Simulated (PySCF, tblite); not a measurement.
C6H6O3S.
Geometry (GFN2-xTB, Å), atoms numbered from 1 in this order:
```xyz
16
C6H6O3S angstrom
O      2.199   -1.691   -0.505
S      1.762   -0.330   -0.565
O      1.841    0.385   -1.794
O      2.615    0.475    0.549
C      0.123   -0.160    0.090
C     -0.420   -0.975    1.205
C     -1.659   -0.522    1.383
C     -1.843    0.561    0.372
C     -0.499    1.218    0.105
C     -0.995    0.243   -0.847
H      3.163   -0.141    1.038
H      0.123   -1.752    1.701
H     -2.408   -0.831    2.084
H     -2.766    1.113    0.285
H     -0.112    2.213    0.061
H     -1.130    0.202   -1.906
```

The calculation used PBE0/pcSseg-1 in PySCF (dipole) on a GFN2-xTB geometry, gas phase.

Masses are those of the commonest isotopes; rigid-rotor values at the optimised geometry. The values belong to one conformer with, in the numbering `[O:1]=[S:2](=[O:3])([OH:4])[C@@:5]12[CH:6]=[CH:7][C@H:8]3[C@@H:9]1[C@@H:10]23`, O1–S2–O4–H -4°, O1–S2–C5–C6 33°.

Task: Give the principal moments of inertia and the rotational constants in MHz.

Result: Ia = 193.06, Ib = 504.69, Ic = 562.38 u·Å²; 505379 MHz·u·Å²/I gives A = 2618, B = 1001, C = 898.6 MHz.

Task: Classify the top.

Result: An asymmetric top. Ray's parameter κ = (2B − A − C)/(A − C) = -0.880; −1 is the prolate and +1 the oblate limit.

Task: Is it planar, by Δ = Ic − Ia − Ib?

Result: Not planar: Δ = Ic − Ia − Ib = -135.36 u·Å². For a rigid frame Δ = −2 Σ m c², so Σ m c² = 67.68 u·Å² lies off the ab plane: 6.70 from hydrogen and 60.98 from heavier atoms. The atom farthest from that plane is 1.54 Å away.

Task: Where do the levels up to J = 3 lie, in MHz?

Result: Above 0(0,0):
J = 1: 1(0,1) 1900, 1(1,1) 3516, 1(1,0) 3619
J = 2: 2(0,2) 5695, 2(1,2) 7214, 2(1,1) 7522, 2(2,1) 12371, 2(2,0) 12376
J = 3: 3(0,3) 11376, 3(1,3) 12757, 3(1,2) 13373, 3(2,2) 18071, 3(2,1) 18095, 3(3,1) 26413, 3(3,0) 26413

Task: Predict some low-J microwave lines.

Result: The dipole components are |μa| = 3.17 D, |μb| = 0.75 D, |μc| = 1.75 D. The squared components, which scale the intensities, stand as 1.00 : 0.06 : 0.31 (a : b : c). Some lines, for components of 0.1 D or more:

```tsv
type	branch	J(Ka,Kc)	MHz	lower level (cm⁻¹)
c	Q	4(1,4) ← 4(0,4)	1213	0.631
b	Q	1(1,0) ← 1(0,1)	1719	0.063
b	R	1(1,1) ← 0(0,0)	3516	0.000
b	Q	4(2,2) ← 4(1,3)	4569	0.706
b	R	2(1,2) ← 1(0,1)	5314	0.063
a	R	3(2,2) ← 2(2,1)	5700	0.413
a	R	4(2,3) ← 3(2,2)	7596	0.603
b	R	3(3,0) ← 2(2,1)	14042	0.413
c	R	4(3,2) ← 3(2,2)	15951	0.603
b	R	4(3,1) ← 3(2,2)	15952	0.603
b	R	4(4,0) ← 3(3,1)	19275	0.881
```

Task: Estimate the classical rotational partition function at 10 K, 50 K and 100 K.

Result: Point group C1, symmetry number σ = 1; q = (√π/σ)·√((kT/h)³/(ABC)), k/h = 20836.6 MHz/K: 3470 at 10 K, 38800 at 50 K, 110000 at 100 K.

Its GFN2-xTB frequencies are all real (lowest 26 cm⁻¹). Zero-point vibration and centrifugal distortion are left out.

The run took 47 s wall (with the writing of density and orbital grids) on one thread, Arm Neoverse V1 (aarch64), on a shared host, and the process peaked at 0.92 GiB of memory. This is the PBE0/pcSseg-1 job that gave the dipole, with the shieldings it also computed.
